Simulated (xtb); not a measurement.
SeSn, singlet, from a rough starting geometry (GFN-xTB shapes and energies of metal compounds can be far from the true ones); xtb with GFN2-xTB.

xtb was given this input:
```
$ xtb mol.xyz --gfn 2 --opt vtight --json

# file mol.xyz
2

Sn     0.08756691    -0.00393481    -1.26955813
Se    -0.04561682     0.07088046     1.16247560
```

Task: Predict the main parts of the log of this xtb run.

Result: 
```
   ID    Z sym.   atoms
    1   50 Sn     1
    2   34 Se     2

           -------------------------------------------------
          |                Calculation Setup                |
           -------------------------------------------------

           -------------------------------------------------
          |                 G F N 2 - x T B                 |
           -------------------------------------------------

          ...................................................
          :                      SETUP                      :
          :.................................................:
          :  # basis functions                  20          :
          :  # atomic orbitals                  18          :
          :  # shells                            6          :
          :  # electrons                        10          :
          :  max. iterations                   250          :
          :  Hamiltonian                  GFN2-xTB          :
          :  restarted?                      false          :
          :  GBSA solvation                  false          :
          :  PC potential                    false          :
          :  electronic temp.          300.0000000     K    :
          :  accuracy                    1.0000000          :
          :  -> integral cutoff          0.2500000E+02      :
          :  -> integral neglect         0.1000000E-07      :
          :  -> SCF convergence          0.1000000E-05 Eh   :
          :  -> wf. convergence          0.1000000E-03 e    :
          :  Broyden damping             0.4000000          :
          :  net charge                          0          :
          :  unpaired electrons                  0          :
          ...................................................

 iter      E             dE          RMSdq      gap      omega  full diag
   1     -5.1449812 -0.514498E+01  0.551E+01    1.72       0.0  T
   2     -5.0350846  0.109897E+00  0.201E+01    4.68       1.0  T
   3     -4.9791312  0.559534E-01  0.471E+01    1.57       1.0  T
   4     -5.3255132 -0.346382E+00  0.106E+01    2.85       1.0  T
   5     -5.2644379  0.610754E-01  0.108E+01    3.29       1.0  T
   6     -5.3530969 -0.886590E-01  0.322E+00    2.62       1.0  T
   7     -5.3604781 -0.738122E-02  0.152E+00    2.39       1.0  T
   8     -5.3605011 -0.229664E-04  0.537E-01    2.39       1.0  T
   9     -5.3605427 -0.416325E-04  0.183E-01    2.41       1.0  T
  10     -5.3605382  0.445421E-05  0.189E-01    2.42       1.0  T
  11     -5.3605431 -0.483861E-05  0.963E-02    2.41       1.0  T
  12     -5.3605431  0.257061E-07  0.601E-02    2.41       1.2  T
  13     -5.3605431 -0.942465E-07  0.221E-02    2.41       3.2  T
  14     -5.3605432 -0.247722E-07  0.109E-03    2.41      64.7  T
  15     -5.3605432 -0.216304E-09  0.472E-04    2.41     149.8  T
  16     -5.3605432 -0.465432E-10  0.144E-05    2.41    4897.5  T

   *** convergence criteria satisfied after 16 iterations ***

         :::::::::::::::::::::::::::::::::::::::::::::::::::::
         ::                     SUMMARY                     ::
         :::::::::::::::::::::::::::::::::::::::::::::::::::::
         :: total energy              -5.356599005910 Eh    ::
         :: gradient norm              0.043525443864 Eh/a0 ::
         :: HOMO-LUMO gap              2.414152557535 eV    ::
         ::.................................................::
         :: SCC energy                -5.360543169737 Eh    ::
         :: -> isotropic ES           -0.003118809263 Eh    ::
         :: -> anisotropic ES          0.007408610416 Eh    ::
         :: -> anisotropic XC         -0.005820754621 Eh    ::
         :: -> dispersion             -0.001147255507 Eh    ::
         :: repulsion energy           0.003944163827 Eh    ::
         :: add. restraining           0.000000000000 Eh    ::
         :: total charge              -0.000000000000 e     ::
         :::::::::::::::::::::::::::::::::::::::::::::::::::::

      -----------------------------------------------------------
     |                   =====================                   |
     |                        A N C O P T                        |
     |                   =====================                   |
     |               Approximate Normal Coordinate               |
     |                Rational Function Optimizer                |
      -----------------------------------------------------------
      -----------------------------------------------------------
     |                   =====================                   |
     |                        A N C O P T                        |
     |                   =====================                   |
     |               Approximate Normal Coordinate               |
     |                Rational Function Optimizer                |
      -----------------------------------------------------------

          ...................................................
          :                      SETUP                      :
          :.................................................:
          :   optimization level         verytight          :
          :   max. optcycles                   200          :
          :   ANC micro-cycles                  20          :
          :   degrees of freedom                 1          :
          :.................................................:
          :   RF solver                   davidson          :
          :   write xtbopt.log                true          :
          :   linear (good luck)              true          :
          :   energy convergence         0.1000000E-06 Eh   :
          :   grad. convergence          0.2000000E-03 Eh/α :
          :   maxmium RF displ.          1.0000000          :
          :   Hlow (freq-cutoff)         0.1000000E-01      :
          :   Hmax (freq-cutoff)         5.0000000          :
          :   S6 in model hess.         20.0000000          :
[...]
 * total energy  :    -5.3565990 Eh     change       -0.3907985E-13 Eh
 * total energy  :    -5.2928194 Eh     change        0.6377956E-01 Eh
 * total energy  :    -5.3597211 Eh     change       -0.6690162E-01 Eh
 * total energy  :    -5.3597211 Eh     change       -0.4440818E-08 Eh
   *** GEOMETRY OPTIMIZATION CONVERGED AFTER 4 ITERATIONS ***
[...]
          :  # atomic orbitals                  18          :
          :  # shells                            6          :
          :  # electrons                        10          :
          :  max. iterations                   250          :
          :  Hamiltonian                  GFN2-xTB          :
          :  restarted?                      false          :
          :  GBSA solvation                  false          :
          :  PC potential                    false          :
          :  electronic temp.          300.0000000     K    :
          :  accuracy                    1.0000000          :
          :  -> integral cutoff          0.2500000E+02      :
          :  -> integral neglect         0.1000000E-07      :
          :  -> SCF convergence          0.1000000E-05 Eh   :
          :  -> wf. convergence          0.1000000E-03 e    :
          :  Broyden damping             0.4000000          :
          :  net charge                          0          :
          :  unpaired electrons                  0          :
          ...................................................

 iter      E             dE          RMSdq      gap      omega  full diag
   1     -5.3680636 -0.536806E+01  0.870E-06    2.73       0.0  T
   2     -5.3680636 -0.266454E-14  0.549E-06    2.73   12880.1  T
   3     -5.3680636  0.976996E-14  0.134E-05    2.73    5265.2  T

   *** convergence criteria satisfied after 3 iterations ***

         :::::::::::::::::::::::::::::::::::::::::::::::::::::
         ::                     SUMMARY                     ::
         :::::::::::::::::::::::::::::::::::::::::::::::::::::
         :: total energy              -5.359721070059 Eh    ::
         :: gradient norm              0.000028870926 Eh/a0 ::
         :: HOMO-LUMO gap              2.730527647200 eV    ::
         ::.................................................::
         :: SCC energy                -5.368063574497 Eh    ::
         :: -> isotropic ES           -0.002295175314 Eh    ::
         :: -> anisotropic ES          0.005849494344 Eh    ::
         :: -> anisotropic XC         -0.005415692436 Eh    ::
         :: -> dispersion             -0.001148764885 Eh    ::
         :: repulsion energy           0.008342504438 Eh    ::
         :: add. restraining           0.000000000000 Eh    ::
         :: total charge               0.000000000000 e     ::
         :::::::::::::::::::::::::::::::::::::::::::::::::::::

           -------------------------------------------------
          |                Property Printout                |
           -------------------------------------------------

    * Orbital Energies and Occupations

         #    Occupation            Energy/Eh            Energy/eV
      -------------------------------------------------------------
         1        2.0000           -0.8271999             -22.5093
         2        2.0000           -0.6971467             -18.9703
         3        2.0000           -0.3858439             -10.4993
         4        2.0000           -0.3735556             -10.1650
         5        2.0000           -0.3735556             -10.1650 (HOMO)
         6                         -0.2732106              -7.4344 (LUMO)
         7                         -0.2732106              -7.4344
         8                         -0.1594463              -4.3388
         9                         -0.1454896              -3.9590
        10                         -0.1454896              -3.9590
        11                         -0.0763323              -2.0771
        12                         -0.0763323              -2.0771
        13                          0.0627630               1.7079
        14                          0.0627630               1.7079
        15                          0.1345147               3.6603
        16                          0.1909799               5.1968
       ...                                ...                  ...
        18                          0.7710851              20.9823
      -------------------------------------------------------------
                  HL-Gap            0.1003450 Eh            2.7305 eV
             Fermi-level           -0.3233831 Eh           -8.7997 eV

     #   Z          covCN         q      C6AA      α(0)
     1  50 Sn       0.894     0.324   498.562    49.018
     2  34 Se       0.894    -0.324   237.381    27.002

 Mol. C6AA /au·bohr⁶  :       1411.821627
 Mol. C8AA /au·bohr⁸  :     143336.265393
 Mol. α(0) /au        :         76.019538

Wiberg/Mayer (AO) data.
largest (>0.10) Wiberg bond orders for each atom

 ---------------------------------------------------------------------------
     #   Z sym  total        # sym  WBO       # sym  WBO       # sym  WBO
 ---------------------------------------------------------------------------
     1  50 Sn   2.378 --     2 Se   2.378
     2  34 Se   2.378 --     1 Sn   2.378
 ---------------------------------------------------------------------------

Topologies differ in total number of bonds
Writing topology from bond orders to xtbtopo.mol

molecular dipole:
                 x           y           z       tot (Debye)
 q only:        0.078      -0.044      -1.430
   full:        0.197      -0.111      -3.597       9.160
molecular quadrupole (traceless):
                xx          xy          yy          xz          yz          zz
 q only:       -0.136       0.005      -0.153      -0.097      -0.129       0.289
  q+dip:       -2.311       0.002      -2.367      -0.569      -0.142       4.678
   full:        1.088       0.019       1.052      -0.008      -0.457      -2.140

optimized geometry written to: xtbopt.xyz

           -------------------------------------------------
          | TOTAL ENERGY               -5.359721070059 Eh   |
          | GRADIENT NORM               0.000028870926 Eh/α |
          | HOMO-LUMO GAP               2.730527647200 eV   |
           -------------------------------------------------
```
